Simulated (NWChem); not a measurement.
# MgHI; SMILES [MgH][I]

```xyz
3

Mg     0.0000     0.0000    -1.9995
H      0.0000     0.0000    -3.6954
I      0.0000     0.0000     0.5830
```
Atoms are numbered in this order, from 1.

Results from NWChem. All runs use the structure optimised with PBE-D3(BJ)/def2-SVP. def2 effective core potentials on I; no spin-orbit coupling. B3LYP is NWChem's, with the RPA form of VWN correlation. Vertical excitations in the gas phase; the lowest state need not have the same character in each row.

Problem. Order these by “lowest excitation, singlet (eV)”, lowest first: PBE/def2-SVP, full TDDFT; BHandHLYP/def2-SVP, full TDDFT; B3LYP/def2-SVP, full TDDFT.

Solution. PBE/def2-SVP, full TDDFT (4.68), B3LYP/def2-SVP, full TDDFT (4.93), BHandHLYP/def2-SVP, full TDDFT (5.42)
